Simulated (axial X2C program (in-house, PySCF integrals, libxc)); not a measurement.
Worked dissociation energy of ZrTe: PBE0, spin-free

Calculated with an axial X2C code built on PySCF integrals. Spin-free means the one-electron spin-free X2C Hamiltonian. Basis: Te dyall-cv3z [11s12p8d4f1g], Zr dyall-cv3z [11s12p9d6f3g] (cores contracted in-house); Gaussian nuclei, density fitting, unrestricted open shells. Masses: Te 129.906 u, Zr 89.905 u.

Molecular state: M_S = 1, Λ = 2 (beyond evenly filled blocks: σα, δ+α).

| Item | Value |
| --- | --- |
| E(Te) (2M_S = 2, M_L = 0) | -6793.441327 hartree |
| E(Zr) (2M_S = 2, M_L = 0) | -3597.958447 hartree |
| E(ZrTe) at Re | -10391.556583 hartree |
| ωe | 293.5 cm⁻¹ |
| ωexe | 0.511 cm⁻¹ |

**Question.** Work out De and D0.

**Answer.** De = -6793.441327 + (-3597.958447) − (-10391.556583) = 0.15681 hartree = 4.267 eV. The zero-point energy is ωe/2 − ωexe/4 = 147 cm⁻¹ = 0.018 eV, so D0 = 4.249 eV.

One determinant describes the state; a PBE0 search over occupations chose it and may have missed a lower one. De is counted from the lowest determinant-based energies of the atoms at the same level, without counterpoise correction. PBE0 can misorder states that lie within some tenths of an eV, so this need not be the ground state of the molecule. The nearest other spin-free determinant of the search, M_S = 0, Λ = 0, lies 0.44 eV up at the distance of the search. Without a current term, density functionals place determinants with orbital angular momentum somewhat too high. The determinant is spin-polarised beyond a pure state at some levels (its spin-free form has ⟨S²⟩ too high), which makes Re and μ there less reliable. Spin-free De lacks the spin–orbit lowering of the heavy p-block atom, a tenth of an eV or more for 4p and 5p, up to an eV for 6p and one to two eV for 7p atoms, less what an open-shell molecule gains itself.

Each atomic determinant is the lowest at this level and need not be a pure term. Totals compare only within one Hamiltonian and basis.
